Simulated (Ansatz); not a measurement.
Gas-phase electronic energies from Ansatz, PBE0-D4/def2-TZVP geometries. CCSD(T)/CBS adds triple-zeta CCSD(T) − MP2 to the extrapolated MP2 energy (def2 sets, frozen cores). Functionals use def2-TZVPP. B3LYP here is the variant with VWN-RPA as its local correlation; programs differ in this. Elements past krypton have def2 core potentials. For I, Se outer-core shells are correlated without core-valence functions, which leaves a few kJ/mol of doubt a bond. Scalar relativity is left out up to krypton. One conformer a species, not always the lowest.

Reaction (ligand exchange at the Si–Se bond): `CC[SiH2][SeH]` + HI → `CC[SiH2]I` + H₂Se

```json
{"level": "PBE-D4", "ΔE (kcal/mol)": "-5.4", "difference from CCSD(T)/CBS": "0.9"}
{"level": "r2SCAN-D4", "ΔE (kcal/mol)": "-6.0", "difference from CCSD(T)/CBS": "0.3"}
{"level": "PBE0-D4", "ΔE (kcal/mol)": "-5.8", "difference from CCSD(T)/CBS": "0.5"}
{"level": "B3LYP-D4", "ΔE (kcal/mol)": "-5.6", "difference from CCSD(T)/CBS": "0.7"}
{"level": "ωB97X-V", "ΔE (kcal/mol)": "-6.0", "difference from CCSD(T)/CBS": "0.3"}
{"level": "ωB97M-V", "ΔE (kcal/mol)": "-6.0", "difference from CCSD(T)/CBS": "0.3"}
{"level": "B2PLYP", "ΔE (kcal/mol)": "-6.2", "difference from CCSD(T)/CBS": "0.1"}
{"level": "PBE", "ΔE (kcal/mol)": "-5.8", "difference from CCSD(T)/CBS": "0.5"}
{"level": "r2SCAN", "ΔE (kcal/mol)": "-6.1", "difference from CCSD(T)/CBS": "0.2"}
{"level": "PBE0", "ΔE (kcal/mol)": "-6.1", "difference from CCSD(T)/CBS": "0.2"}
{"level": "B3LYP", "ΔE (kcal/mol)": "-6.2", "difference from CCSD(T)/CBS": "0.1"}
{"level": "HF/def2-TZVPP", "ΔE (kcal/mol)": "-7.5", "difference from CCSD(T)/CBS": "-1.2"}
{"level": "MP2/def2-TZVPP", "ΔE (kcal/mol)": "-6.4", "difference from CCSD(T)/CBS": "-0.1"}
{"level": "SCS-MP2/def2-TZVPP", "ΔE (kcal/mol)": "-6.2", "difference from CCSD(T)/CBS": "0.1"}
{"level": "CCSD/def2-TZVPP", "ΔE (kcal/mol)": "-5.6", "difference from CCSD(T)/CBS": "0.7"}
{"level": "CCSD(T)/def2-TZVPP", "ΔE (kcal/mol)": "-5.4", "difference from CCSD(T)/CBS": "0.9"}
{"level": "HF/def2-QZVPP", "ΔE (kcal/mol)": "-7.6", "difference from CCSD(T)/CBS": "-1.3"}
{"level": "MP2/def2-QZVPP", "ΔE (kcal/mol)": "-6.9", "difference from CCSD(T)/CBS": "-0.6"}
{"level": "SCS-MP2/def2-QZVPP", "ΔE (kcal/mol)": "-6.8", "difference from CCSD(T)/CBS": "-0.5"}
{"level": "HF/CBS(def2)", "ΔE (kcal/mol)": "-7.6", "difference from CCSD(T)/CBS": "-1.3"}
{"level": "MP2/CBS(def2)", "ΔE (kcal/mol)": "-7.3", "difference from CCSD(T)/CBS": "-1.0"}
{"level": "CCSD/CBS(def2)", "ΔE (kcal/mol)": "-6.5", "difference from CCSD(T)/CBS": "-0.2"}
{"level": "CCSD(T)/CBS", "ΔE (kcal/mol)": "-6.3", "difference from CCSD(T)/CBS": "0"}
```

Largest T1 diagnostic among the species: 0.009.

In def2-TZVPP, CCSD(T) changes the Hartree–Fock value by +2.0 kcal/mol (the triples alone add +0.1 kcal/mol) and MP2 by +1.1 kcal/mol.
